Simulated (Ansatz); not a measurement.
Two shapes of singlet SF₆.

Shape 1:

```xyz
7

S     0.0243    0.0435   -0.0043
F     1.5321   -0.0120   -0.0009
F    -1.5446   -0.0345    0.0028
F    -0.0106    1.6172    0.0324
F    -0.0453   -1.5864   -0.0203
F    -0.0121    0.0430    1.5582
F     0.0309   -0.0065   -1.6194
```

Shape 2:

```xyz
7

S     0.0559    0.0463   -0.0247
F     1.5533   -0.0352   -0.0220
F    -1.5467   -0.0365    0.0405
F    -0.0420    1.5964    0.0355
F    -0.0464   -1.6149    0.0045
F     0.0243    0.0330    1.5588
F     0.0477    0.0092   -1.6494
```

Basis set: 6-31G (spherical functions). Correlated methods keep 11 orbitals frozen. Charge 0, multiplicity 1.

Computed with Ansatz (development build ahead of 0.2.0); each method stands on the lowest determinant of its kind that the runs found.

Q: Which shape is lower in energy, and by how much in each method?

A:

| method | E(2) − E(1) (eV) |
| --- | --- |
| RHF | -0.039 |
| RHF-MP2 | -0.180 |

Shape 2 is lower.
